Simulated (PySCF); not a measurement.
## Computed properties of CH3ClOSn, SMILES [Sn]([O]C)[Cl]

Sn(Cl)(OMe) (CH₃ClOSn), SMILES C[O][Sn][Cl] (connectivity only; charge and spin as stated), neutral, multiplicity 1. Geometry optimised at PBE0-D3(BJ)/def2-SVP. The def2 effective core potentials stand for the cores of Sn; spin–orbit coupling is left out. One conformer was computed; it need not be the lowest. All values are computed for the isolated molecule unless a solvent is named; none is compared with measurement here.

**Structure.** The optimised structure has Cs symmetry. All 15 harmonic modes at PBE0-D3(BJ)/def2-SVP (PySCF) are real, so it is a minimum. With heavy atoms numbered as in [Sn:1]([Cl:2])[O:3][CH3:4], the shortest bond between them is O3–C4 at 1.397 Å and the longest Sn1–Cl2 at 2.410 Å.

**Vibrations.** The strongest infrared lines (harmonic, unscaled, degenerate partners summed) lie at 1152 cm⁻¹ (211 km/mol, O 48 %, C 42 %, H 10 %), 3007 cm⁻¹ (95 km/mol, H 98 %), 528 cm⁻¹ (66 km/mol, O 61 %, C 16 %, Sn 15 %). The softest mode is at 101 cm⁻¹ and the zero-point energy is 26.6 kcal/mol.

**Electronic structure.** PBE0/def2-TZVP (PySCF) places the frontier levels at -7.87 and -2.57 eV, a gap of 5.30 eV, and gives a dipole moment of 2.07 D and a mean polarisability of 68.0 bohr³.

**Excitations.** TDA-M06-2X/def2-SVPD (PySCF) has S1 at 4.45 eV (279 nm, f = 0.073, bright); the most intense of the 10 singlets computed lies at 7.16 eV (f = 0.55). T1 (TDA) is at 2.85 eV, 1.60 eV under S1. No vertical singlet excitation falls in the visible range (under 3.1 eV).
